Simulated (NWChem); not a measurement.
System: HSeOF; SMILES O[Se]F

NWChem input:

```
start job
memory heap 200 mb stack 900 mb global 1100 mb
geometry units angstroms noautoz
  Se     0.376074     0.024012    -0.025994
  F     -0.589168    -1.487842     0.032639
  O     -0.923896     1.262595     0.096133
  H     -1.261136     1.403597    -0.813614
end
basis spherical
  * library def2-tzvp
end
dft
  xc xcamb88 1.00 lyp 0.81 vwn_5 0.19 hfexch 1.00
  cam 0.33 cam_alpha 0.19 cam_beta 0.46
  iterations 150
  mulliken
end
task dft energy
```

The geometry was optimised at PBE-D3(BJ)/def2-SVP.

Q: Give the results of this calculation. (CAM-B3LYP/def2-TZVP.) Quantities: energy (Ha); highest occupied level (eV); orbital gap (eV); dipole (D).

A: 
```yaml
energy (Ha): -2577.35
highest occupied level (eV): -8.40
orbital gap (eV): 7.67
dipole (D): 2.38
```
